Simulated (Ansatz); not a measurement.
Z-matrix (Å, degrees):
```
Si
O 1 1.643
Cl 1 2.012 2 105.6
Cl 1 2.011 2 107.2 3 -122.8
F 1 1.574 2 113.3 3 118.3
```

The species carries charge 0 and has multiplicity 2.

List the r2SCAN/def2-TZVPP orbital energies in eV (Ansatz 0.2.0). (An estimate is asked.)

Ansatz gave: α occupied: -2754.49, -2754.46, -1794.53, -667.11, -518.16, -255.89, -255.85, -194.43, -194.39, -194.31, -194.27, -194.27, -194.24, -144.66, -99.55, -99.54, -99.50, -32.34, -27.08, -22.89, -22.43, -14.65, -12.69, -12.64, -12.17, -11.58, -10.84, -10.63, -9.95, -9.76, -9.19, -9.06, -8.98. α empty: -0.52, 0.72, 0.88, 1.63, 2.86, 3.48, 4.31, 4.58. β occupied: -2754.47, -2754.44, -1794.54, -667.11, -517.42, -255.88, -255.84, -194.41, -194.37, -194.28, -194.27, -194.24, -194.23, -144.66, -99.56, -99.55, -99.51, -32.34, -25.09, -22.74, -22.35, -14.57, -12.63, -12.42, -12.03, -10.97, -10.52, -9.80, -9.55, -9.37, -9.04, -8.54. β empty: -6.71, -0.45, 0.77, 1.01, 1.98, 2.89, 3.52, 4.40. ⟨S²⟩ = 0.755.
